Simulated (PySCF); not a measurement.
dimethyl selenide (C2H6Se), singlet, geometry from GFN2-xTB; R2SCAN/STO-3G in PySCF.

The PySCF input:
```python
from pyscf import gto, scf, dft

mol = gto.M(
    atom='''
C     1.42745564   -0.35252996    0.80410118
Se    0.01857231    0.17766848   -0.43947715
C    -1.49174355   -0.26246801    0.71714532
H     1.32047632   -1.40944573    1.03668694
H     2.38153568   -0.17314924    0.31701118
H     1.35160354    0.24752203    1.70786870
H    -1.46408325   -1.32353763    0.95374167
H    -2.40230747   -0.02556005    0.17451211
H    -1.43295603    0.33343014    1.62492343
''',
    basis='sto-3g',
    verbose=4,
)

mf = dft.RKS(mol)
mf.xc = 'r2scan'
mf.diis_space = 12
mf.kernel()
```

The log (banner, timings and long lists left out):

```
PySCF version 2.14.0

[INPUT] verbose = 4
[INPUT] num. atoms = 9
[INPUT] num. electrons = 52
[INPUT] charge = 0
[INPUT] spin (= nelec alpha-beta = 2S) = 0
[INPUT] symmetry False subgroup None
[INPUT] Mole.unit = angstrom
[INPUT] Symbol           X                Y                Z      unit          X                Y                Z       unit  Magmom
[INPUT]  1 C      1.427455640000  -0.352529960000   0.804101180000 AA    2.697500214566  -0.666185075104   1.519531006640 Bohr   0.0
[INPUT]  2 Se     0.018572310000   0.177668480000  -0.439477150000 AA    0.035096579401   0.335744768168  -0.830491451504 Bohr   0.0
[INPUT]  3 C     -1.491743550000  -0.262468010000   0.717145320000 AA   -2.818986757586  -0.495992655360   1.355208246314 Bohr   0.0
[INPUT]  4 H      1.320476320000  -1.409445730000   1.036686940000 AA    2.495338598774  -2.663466417138   1.959054393513 Bohr   0.0
[INPUT]  5 H      2.381535680000  -0.173149240000   0.317011180000 AA    4.500450191080  -0.327204642277   0.599064308625 Bohr   0.0
[INPUT]  6 H      1.351603540000   0.247522030000   1.707868700000 AA    2.554160519593   0.467748846496   3.227404099717 Bohr   0.0
[INPUT]  7 H     -1.464083250000  -1.323537630000   0.953741670000 AA   -2.766716366063  -2.501123636256   1.802310549885 Bohr   0.0
[INPUT]  8 H     -2.402307470000  -0.025560050000   0.174512110000 AA   -4.539703185297  -0.048301494230   0.329780093320 Bohr   0.0
[INPUT]  9 H     -1.432956030000   0.333430140000   1.624923430000 AA   -2.707894445244   0.630091646275   3.070660256089 Bohr   0.0

nuclear repulsion = 186.343255317841
number of shells = 20
number of NR pGTOs = 102
number of NR cGTOs = 34
basis = sto-3g
ecp = {}

******** <class 'pyscf.dft.rks.RKS'> ********
method = RKS
initial guess = minao
damping factor = 0
level_shift factor = 0
DIIS = <class 'pyscf.scf.diis.CDIIS'>
diis_start_cycle = 1
diis_space = 12
diis_damp = 0
SCF conv_tol = 1e-09
SCF conv_tol_grad = None
SCF max_cycles = 50
direct_scf = True
direct_scf_tol = 1e-13
XC library pyscf.dft.libxc version 7.1.2
    S. Lehtola, C. Steigemann, M. J. T. Oliveira, and M. A. L. Marques,  SoftwareX 7, 1–5 (2018)
XC functionals = r2scan
    J. W. Furness, A. D. Kaplan, J. Ning, J. P. Perdew, and J. Sun,  J. Phys. Chem. Lett. 11, 8208–8215 (2020)
    J. W. Furness, A. D. Kaplan, J. Ning, J. P. Perdew, and J. Sun,  J. Phys. Chem. Lett. 11, 9248–9248 (2020)
    J. W. Furness, A. D. Kaplan, J. Ning, J. P. Perdew, and J. Sun,  J. Phys. Chem. Lett. 11, 8208–8215 (2020)
    J. W. Furness, A. D. Kaplan, J. Ning, J. P. Perdew, and J. Sun,  J. Phys. Chem. Lett. 11, 9248–9248 (2020)
radial grids:
    Treutler-Ahlrichs [JCP 102, 346 (1995); DOI:10.1063/1.469408] (M4) radial grids

becke partition: Becke, JCP 88, 2547 (1988); DOI:10.1063/1.454033
pruning grids: <function nwchem_prune>
grids dens level: 3
symmetrized grids: False
atomic radii adjust function: <function treutler_atomic_radii_adjust>
small_rho_cutoff = 0
Set gradient conv threshold to 3.16228e-05
Initial guess from minao.
tot grids = 107512
init E= -2450.65750932177
  HOMO = -0.442460970163366  LUMO = -0.145721137262124  gap/eV = 8.07470
cycle= 1 E= -2453.71039910771  delta_E= -3.05  |g|= 0.393  |ddm|= 3.44
  HOMO = 0.00259379740836091  LUMO = 0.219154294890091  gap/eV = 5.89291
cycle= 2 E= -2453.75335442632  delta_E= -0.043  |g|= 0.286  |ddm|= 1.53
  HOMO = -0.0871966753266628  LUMO = 0.169963171723316  gap/eV = 6.99768
cycle= 3 E= -2453.79238547814  delta_E= -0.039  |g|= 0.102  |ddm|= 0.736
  HOMO = -0.0940064565476911  LUMO = 0.154771113526246  gap/eV = 6.76958
cycle= 4 E= -2453.79574608079  delta_E= -0.00336  |g|= 0.00385  |ddm|= 0.142
  HOMO = -0.0933618370593899  LUMO = 0.155142397782611  gap/eV = 6.76214
cycle= 5 E= -2453.79575238094  delta_E= -6.3e-06  |g|= 0.000441  |ddm|= 0.00843
  HOMO = -0.0933128825048238  LUMO = 0.155139871460843  gap/eV = 6.76074
cycle= 6 E= -2453.79575247549  delta_E= -9.45e-08  |g|= 2.14e-05  |ddm|= 0.000955
  HOMO = -0.0933179189438632  LUMO = 0.155134650143643  gap/eV = 6.76074
cycle= 7 E= -2453.79575247574  delta_E= -2.48e-10  |g|= 1.84e-06  |ddm|= 5.64e-05
  HOMO = -0.0933182767479717  LUMO = 0.155134125706143  gap/eV = 6.76073
Extra cycle  E= -2453.79575247574  delta_E= 1.36e-12  |g|= 1.27e-06  |ddm|= 5.87e-06
converged SCF energy = -2453.79575247574
```
